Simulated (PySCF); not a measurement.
Electron correlation in Ag(3+) (silver, charge +3)

[Kr] 4d8, high-spin 3F determinant. All numbers are calculated (PySCF 2.14, scalar relativity by spin-free X2C-1e, in x2c-TZVPPall (8s6p6d2f1g, 79 functions)). Frozen: [Ar] 3d10; 16 electrons correlated.

| level | correlation energy (mhartree) |
| --- | --- |
| CCSD | -487.59 |
| (T) | -8.80 |
| CCSD(T) | -496.39 |

Diagnostics: T1 = 0.0033, D1 = 0.0072, largest double amplitude 0.021.

Problem. Is a single reference adequate?

Solution. Yes, within this model without spin-orbit coupling: T1 lies below 0.03 and no double amplitude reaches 0.07.

This basis was not built for core-valence correlation, so the inner-shell part is incomplete.
